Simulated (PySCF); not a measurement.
Work out the structure from these simulated measurements.

Formula: C5H11NO2Si.

| Property | Result |
| --- | --- |
| 1H NMR | chemical shifts (computed TMS as zero) by class: 8.15 (1 H), 5.36 (2 H), 4.28 (2 H), 2.42 (3 H), 1.35 (3 H) ppm [GIAO PBE0/pcSseg-1] |
| 13C NMR | chemical shifts (computed TMS as zero) by class: 205.2 (1 C), 171.6 (1 C), 62.2 (1 C), 26.7 (1 C), 20.6 (1 C) ppm [GIAO PBE0/pcSseg-1] |
| Rotational structure | rotational constants A, B, C: 2.406, 0.587, 0.516 GHz [GFN2-xTB] |
| Dipole | 2.30 D [PBE0/pcSseg-1] |
| NMR, other nuclei | isotropic shieldings of nuclei other than C and H, by class: -153 (1 N), -369 (1 O), 290 (1 O), 388 (1 Si) ppm [GIAO PBE0/pcSseg-1] |

Gas-phase values; electronic properties from PySCF, density fitting. Levels stand in brackets. One conformer (not necessarily the lowest) at the GFN2-xTB geometry, without solvent, vibrations or thermal averaging. NMR values are class means; diastereotopic atoms form classes of their own.

Task: Propose a structure and show how it fits.

Result: Numbering: `[CH3:1][CH2:2][O:3][SiH2:4]/[N:5]=[CH:6]/[C:7]([CH3:8])=[O:9]`. Its formula, C5H11NO2Si, gives 2 degrees of unsaturation: 0 rings and 2 π bonds in the structure found. 5 carbons fall into 5 classes; from least to most shielded: ketone carbonyl carbon [C7] (205.2 ppm), C=N carbon [C6] (171.6 ppm), sp3 carbon bound to oxygen [C2] (62.2 ppm), methyl carbon next to a carbonyl [C8] (26.7 ppm), methyl carbon [C1] (20.6 ppm). Hydrogen classes from least to most shielded: 1 H on a C=N carbon, C6 (8.15 ppm), 2 H on an oxygen-bound silicon, Si4 (5.36 ppm), 2 H on an sp3 carbon bound to oxygen, C2 (4.28 ppm), 3 H on a methyl carbon next to a carbonyl, C8 (2.42 ppm, a mean of values up to 1.4 ppm apart in this geometry), 3 H on a methyl carbon, C1 (1.35 ppm, a mean of values up to 0.6 ppm apart in this geometry). The other shieldings belong to: -153 ppm, C=N nitrogen [N5]; -369 ppm, ketone oxygen [O9]; 290 ppm, silyl ether oxygen [O3]; 388 ppm, oxygen-bound silicon [Si4]. The optimised geometry has point group C1 and is an asymmetric top. Structure: `C(/C(C)=O)=N\[SiH2]OCC`. Computed isomers that give other values at the same levels: `C=CO[Si@@H](O)[C@@H]1CCN1` (13C chemical shifts (computed TMS as zero) by class: 154.9 (1 C), 98.3 (1 C), 51.7 (1 C), 49.8 (1 C), 20.6 (1 C) ppm); `COC[SiH2]O[C@H](C)C#N` (13C chemical shifts (computed TMS as zero) by class: 127.0 (1 C), 66.7 (1 C), 65.1 (1 C), 60.9 (1 C), 25.4 (1 C) ppm); `[H]/N=C/C(C)(C)[SiH2]OC=O` (13C chemical shifts (computed TMS as zero) by class: 190.9 (1 C), 163.3 (1 C), 42.1 (1 C), 22.3 (2 C) ppm). The assignments are read from this structure; whether some other isomer fits the data as well wasn't checked.

The values belong to the conformer `[CH3:1][CH2:2][O:3][SiH2:4]/[N:5]=[CH:6]/[C:7]([CH3:8])=[O:9]`: C1–C2–O3–Si4 165°, C2–O3–Si4–N5 -50°, O3–Si4–N5–C6 -126°, N5–C6–C7–C8 10°.
